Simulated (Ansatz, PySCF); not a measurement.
This PySCF input computes a SVWN5/def2-TZVPD energy:

```python
from pyscf import gto, scf, dft

mol = gto.M(
    atom='''
    Ca   -0.00000000   -0.00000000   -0.58396168
    F     0.00000000    0.00000000    1.29769263
    ''',
    basis='def2-tzvpd',
    charge=1,
    spin=0,
    verbose=4,
)

mf = dft.RKS(mol, xc='svwn').density_fit(auxbasis='def2-universal-jkfit')
mf.grids.level = 3
mf.conv_tol = 1e-9
mf.max_cycle = 100
mf.max_memory = 1500
mf.kernel()
if not mf.converged:
    mf = mf.newton()
    mf.kernel(mf.make_rdm1())
mf.analyze()
```

### Question
Write an input for the same energy in Ansatz (a quantum-chemistry and plane-wave program) and say what it gives.

### Answer

Ansatz 0.2 input:
```yaml
crystal:
  periodic: [false, false, false]
  atoms:
    - {symbol: Ca, position_ang: [-0.00000000, -0.00000000, -0.58396168]}
    - {symbol: F, position_ang: [0.00000000, 0.00000000, 1.29769263]}
basis:
  gaussian:
    orbitals: def2-TZVPD
hamiltonian:
  xc: {name: SVWN5}
total_charge: 1
output: {forces: true}
```
It gives -774.85173 Eh, and PySCF -774.85174 Eh, a difference of 0.01 mEh.
